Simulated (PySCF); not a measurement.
Species: C₆H₆Cl (doublet state).
Atom-mapped SMILES: `[CH3:1]/[C:2]=[CH:3]\[C:4]#[C:5][CH2:6][Cl:7]` (hydrogens: H8, H9, H10 on C1; H11 on C3; H12, H13 on C6)

Method used: PySCF 2.14.0, UKS B3LYP, pcH-1 on C Cl H, non-relativistic, mean-field spin-orbit, GIAO. Geometry: GFN2-xTB; no solvent, vibrations or thermal averaging. The geometry wasn't refined by DFT: couplings that depend on bond lengths, twists or pyramidal angles can differ widely from those at the functional's own minimum. No stability test was run, so a lower SCF solution isn't excluded.

Question: Give the principal g shifts and their parts.

Answer: 
```tsv
Δg (ppm)	1	2	3
relativistic mass correction	-156	-156	-156
gauge correction	36	4	-25
orbital Zeeman/spin–orbit	-529	-21	729
total	-648	-173	548
```

So g = 2.00167, 2.00215, 2.00287 and g_iso = 2.00223; the tensor is rhombic: the two nearest values differ by 40 % of g3 − g1. Axes: g1 points within 10° of the C1–C2 bond and g2 points within 7° of the C3–C4 bond.

Question: What effective moment and Curie constant follow for a powder?

Answer: With the mean of g² = 4.0089 and S(S+1) = 0.75: μ_eff = √(⟨g²⟩S(S+1)) = 1.734 μB and χT = 0.12505·⟨g²⟩·S(S+1) = 0.376 cm³ K/mol (cgs; spin-Hamiltonian part alone).

Question: At 9.459 GHz, how far is the centre of the isotropic spectrum from where a free electron (g = 2.002319) resonates?

Answer: B = hν/(g μB) with μB/h = 13.99624 MHz/mT gives 337.52 mT for the free electron and 337.54 mT at g_iso, 0.02 mT higher.

Question: In a frozen sample, at which fields do the three g values resonate at 9.5, 34, 94 and 263 GHz (hyperfine left aside), and which band first spreads them over more than twice a line width of 0.5 mT?

Answer: 
```tsv
band	GHz	B(g3) mT	B(g2) mT	B(g1) mT	spread mT
X	9.5	338.89	339.01	339.09	0.20
Q	34.0	1212.87	1213.31	1213.60	0.72
W	94.0	3353.24	3354.44	3355.24	2.00
J	263.0	9381.93	9385.30	9387.53	5.61
```

The spread grows in proportion to the frequency. W band is the first where it exceeds 1.0 mT.

The Mulliken spin populations are largest on C2 (+1.03), C3 (-0.15), H9 (+0.07) and C4 (+0.07). C2 is the only atom above +0.15. The positive populations add up to 1.23 and the negative ones to -0.23, together 2S = 1.

The HOMO–LUMO gaps are 5.43 eV among the α and 4.36 eV among the β orbitals.

Hardware: Arm Neoverse V1, one thread (shared host). Cost: 73 s of wall time (with the writing of density and orbital grids), 0.91 GiB resident at most.
